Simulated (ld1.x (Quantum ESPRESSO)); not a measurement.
PBEsol PAW dataset for Si, scalar-relativistic all-electron reference.

| Property | Result |
| --- | --- |
| Element | silicon (Si) |
| Generator | ld1.x (Quantum ESPRESSO) 7.5 |
| Type | PAW |
| Functional | PBEsol |
| Relativity | scalar-relativistic |
| Frozen core | [Ne] |
| Valence charge | 4 |
| Reference configuration | 3s2 3p1.5 (charge +0.5) |
| Partial waves | 3s (bound): rcut 1.40, rcutus 1.70 bohr; 3s channel at 2.15 Ry: rcut 1.40, rcutus 1.70 bohr; 3p (bound): rcut 1.75, rcutus 2.05 bohr; 3p channel at 0.15 Ry: rcut 1.75, rcutus 2.05 bohr; 3d channel at 0.2 Ry: rcut 1.55, rcutus 1.65 bohr; 3d channel at 1.05 Ry: rcut 1.55, rcutus 1.65 bohr |
| Local potential | all-electron potential smoothed inside 1.80 bohr (lloc = -1) |
| Core correction | Bessel-smoothed model core, default radius (core density twice the valence density) |
| Augmentation charge | PSQ, inside the norm-conserving radii |

* Cutoffs needed: 10 Ry and 15 Ry (the cutoffs (Ry, on a coarse ladder) from which the occupation-weighted sum of valence levels, in a spherical-Bessel basis at the reference potential, stays within 10 and 1 mRy of its value at 400 Ry)
* Ghost test: no extra level below or beside the all-electron valence levels (s, p, d, f tested) (spherical-Bessel basis up to 400 Ry, 20 bohr box)
* Largest excitation error: -58 meV (all-electron minus pseudo) for 3s1 3p0, out of 7 test configurations
* Lowest eigenvalue of the overlap operator: 0.48 (s channel)
* Density cutoff estimated by the generator: 176 Ry
